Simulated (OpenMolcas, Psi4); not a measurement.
# How methods differ on CH5BClN (SMILES CNBCl)

CH5BClN has 9 atoms, charge 0, and is taken as a singlet. As SMILES, `CNBCl`. The shape is that of a PBE0-D4/def2-TZVP optimisation. This is one conformer, not always the lowest.

```xyz
9

C     0.5101    0.4821   -0.9734
N    -0.4079   -0.2260   -0.1117
B    -0.2611   -0.4152    1.2482
Cl   -1.4953   -1.3145    2.1448
H     0.9070   -0.1704   -1.7565
H     0.0279    1.3389   -1.4528
H     1.3467    0.8499   -0.3800
H    -1.2205   -0.6055   -0.5739
H     0.6816    0.0142    1.8382
```

Each level gives the dipole moment (D). The values are calculated.

```
                        level             kind     program  value (D)  CPU time
                  HF/def2-SVP     Hartree–Fock  OpenMolcas       2.87      11 s
HF/def2-SVP (density fitting)     Hartree–Fock        Psi4       2.87     5.4 s
                BLYP/def2-SVP              GGA  OpenMolcas       2.76      41 s
              revPBE/def2-SVP              GGA  OpenMolcas       2.86      39 s
               M06-L/def2-SVP         meta-GGA  OpenMolcas       2.96      44 s
              r2SCAN/def2-SVP         meta-GGA  OpenMolcas       2.94      45 s
              M06-2X/def2-SVP  hybrid meta-GGA  OpenMolcas       2.94      38 s
                PBE0/def2-SVP    global hybrid  OpenMolcas       2.91      36 s
```

The values span 2.76 to 2.96 D. Magnitudes only. CPU times are rough (shared hosts, several kinds of processor and program).
